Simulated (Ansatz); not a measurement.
Reaction (atomization): `FC[SiH2][SnH3]` → C• + F• + 7 H• + Si• + Sn•

Calculated with Ansatz (gas phase, PBE0-D4/def2-TZVP geometries, no zero-point term in ΔE). CCSD(T)/CBS is the MP2 limit (def2-TZVPP, def2-QZVPP) plus CCSD(T) − MP2 in def2-TZVPP, frozen cores. This one scheme is used for every species, atoms too. Functionals use def2-TZVPP. B3LYP here is the variant with VWN-RPA as its local correlation; programs differ in this. Open shells (•) are unrestricted, without spin–orbit coupling. Spin–orbit coupling would lower the free atoms: a little for C, F, Si; strongly for Sn. def2 core potentials past Kr. For Sn outer-core shells are correlated without core-valence functions, so the limit isn't a true one: a few kJ/mol of doubt a bond, and 10 to 20 or more in all where bonds break to atoms. Each species was taken in one conformer, which may not be the lowest.

`FC[SiH2][SnH3]`:

Cartesian coordinates in Å:
```
F 1.775 1.345 -0.380
C 0.606 1.261 -1.131
Si -0.230 -0.425 -0.856
Sn -0.444 -0.876 1.656
H 0.868 1.413 -2.183
H -0.055 2.078 -0.826
H 0.565 -1.495 -1.516
H -1.571 -0.366 -1.503
H -1.127 0.481 2.437
H 1.075 -1.199 2.359
H -1.463 -2.218 1.942
```

```json
{"level": "PBE-D4", "ΔE (kJ/mol)": "3276.4", "difference from CCSD(T)/CBS": "-9.0"}
{"level": "r2SCAN-D4", "ΔE (kJ/mol)": "3267.0", "difference from CCSD(T)/CBS": "-18.4"}
{"level": "B3LYP-D4", "ΔE (kJ/mol)": "3261.8", "difference from CCSD(T)/CBS": "-23.6"}
{"level": "ωB97X-V", "ΔE (kJ/mol)": "3300.4", "difference from CCSD(T)/CBS": "15.0"}
{"level": "ωB97M-V", "ΔE (kJ/mol)": "3272.1", "difference from CCSD(T)/CBS": "-13.3"}
{"level": "B2PLYP", "ΔE (kJ/mol)": "3215.9", "difference from CCSD(T)/CBS": "-69.5"}
{"level": "PBE", "ΔE (kJ/mol)": "3254.4", "difference from CCSD(T)/CBS": "-31.0"}
{"level": "r2SCAN", "ΔE (kJ/mol)": "3261.7", "difference from CCSD(T)/CBS": "-23.7"}
{"level": "PBE0", "ΔE (kJ/mol)": "3223.5", "difference from CCSD(T)/CBS": "-61.9"}
{"level": "B3LYP", "ΔE (kJ/mol)": "3226.3", "difference from CCSD(T)/CBS": "-59.1"}
{"level": "MP2/def2-TZVPP", "ΔE (kJ/mol)": "3180.5", "difference from CCSD(T)/CBS": "-104.9"}
{"level": "CCSD/def2-TZVPP", "ΔE (kJ/mol)": "3164.1", "difference from CCSD(T)/CBS": "-121.3"}
{"level": "MP2/def2-QZVPP", "ΔE (kJ/mol)": "3229.5", "difference from CCSD(T)/CBS": "-55.9"}
{"level": "HF/CBS(def2)", "ΔE (kJ/mol)": "2396.5", "difference from CCSD(T)/CBS": "-888.9"}
{"level": "MP2/CBS(def2)", "ΔE (kJ/mol)": "3263.1", "difference from CCSD(T)/CBS": "-22.3"}
{"level": "CCSD/CBS(def2)", "ΔE (kJ/mol)": "3246.6", "difference from CCSD(T)/CBS": "-38.8"}
{"level": "CCSD(T)/CBS", "ΔE (kJ/mol)": "3285.4", "difference from CCSD(T)/CBS": "0"}
```

Largest T1 diagnostic among the species: 0.013.

The D4 term adds +35.5 kJ/mol with B3LYP and +18.8 kJ/mol with PBE0; it sums over pairs of atoms, weighted by their polarisabilities, and B3LYP, whose exchange is more repulsive, gets the larger term. From PBE to PBE0 (25 % exact exchange), in def2-TZVPP and without D4, ΔE moves by −30.9 kJ/mol: exact exchange takes away binding that semilocal exchange gives to molecules.

For atomizations the MP2-based limit and the directly extrapolated one differ by several kJ/mol either way, and by 10 to 25 for some Ge, Se and Sn compounds, so smaller differences from it don't rank the levels.
